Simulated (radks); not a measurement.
Results of a calculation; reference values are marked as such.
Task: The table gives one normalised radial function P(r) = r R(r) of Fe in [Ar] 3d6 4s1 4p1 (r in bohr). Code: a radial shooting solver on a logarithmic mesh with Libxc functionals. Model: non-relativistic Kohn-Sham, PBEsol, spin-unpolarised, spherical densities, point nucleus.

r              P
0.006883   0.0016
0.007949   0.0021
0.00918    0.0027
0.01052    0.0035
0.01215    0.0046
0.01403    0.0060
0.01607    0.0076
0.01856    0.0098
0.02144    0.0127
0.02456    0.0160
0.02836    0.0203
0.03276    0.0255
0.03753    0.0315
0.04334    0.0390
0.05005    0.0477
0.05734    0.0570
0.06623    0.0677
0.07648    0.0790
0.08763    0.0896
0.1012     0.0998
0.1169     0.1076
0.1339     0.1115
0.1546     0.1101
0.1786     0.1012
0.2062     0.0833
0.2363     0.0573
0.2729     0.0206
0.3152    -0.0240
0.3611    -0.0699
0.417     -0.1176
0.4816    -0.1581
0.5517    -0.1833
0.6372    -0.1904
0.7359    -0.1733
0.8431    -0.1342
0.9737    -0.0704
1.124      0.0117
1.288      0.0999
1.488      0.1974
1.718      0.2918
1.969      0.3719
2.274      0.4413
2.626      0.4898
3.008      0.5128
3.474      0.5108
4.012      0.4822
4.634      0.4303
5.309      0.3660
6.131      0.2902
7.08       0.2157
8.112      0.1530
9.368      0.0986
10.82      0.0580
12.4       0.0320
14.32      0.0152

Which n and l does it have? It may be an empty orbital.

Result: n = 4, l = 1: the number of nodes gives n - l - 1 = 2, the rise at small r (about r^(l+1)) gives l, and the extent must fit the shell. The curve is that of 4p. 4p: eigenvalue -2.125 eV, 2 radial nodes at r = 0.292, 1.10 bohr, <r> = 4.13 bohr, 90 % of the charge inside 6.50 bohr.
